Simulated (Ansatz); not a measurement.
Isolated molecules relaxed with PBE0-D4/def2-TZVP in Ansatz; ΔE leaves out vibrations. CCSD(T)/CBS adds triple-zeta CCSD(T) − MP2 to the extrapolated MP2 energy (def2 sets, frozen cores). This one scheme is used for every species. Functionals use def2-TZVPP. For Ge outer-core shells are correlated without core-valence functions, which leaves a few kJ/mol of doubt a bond. Scalar relativity is left out up to krypton.

Reaction (ligand exchange at a Ge–O bond): `[OH][GeH3]` + `CNC` → `C[N](C)[GeH3]` + H₂O

```
        species  r2SCAN-D4 energy (Eh)
   `[OH][GeH3]`            -2154.62711
          `CNC`             -135.12984
`C[N](C)[GeH3]`            -2213.32420
            H₂O              -76.42324
```

Work out ΔE.

ΔE = (-2213.32420) + (-76.42324) − (-2154.62711) − (-135.12984) = 0.00951 Eh = +25.0 kJ/mol. CCSD(T)/CBS gives +15.2 kJ/mol.

Largest T1 diagnostic among the species: 0.011.

The D4 term adds −10.7 kJ/mol with B3LYP and −6.0 kJ/mol with PBE0; it sums over pairs of atoms, weighted by their polarisabilities, and B3LYP, whose exchange is more repulsive, gets the larger term. In def2-TZVPP, CCSD(T) changes the Hartree–Fock value by −22.2 kJ/mol (the triples alone add −2.8 kJ/mol) and MP2 by −25.7 kJ/mol.

B3LYP here is the variant with VWN-RPA as its local correlation; programs differ in this.
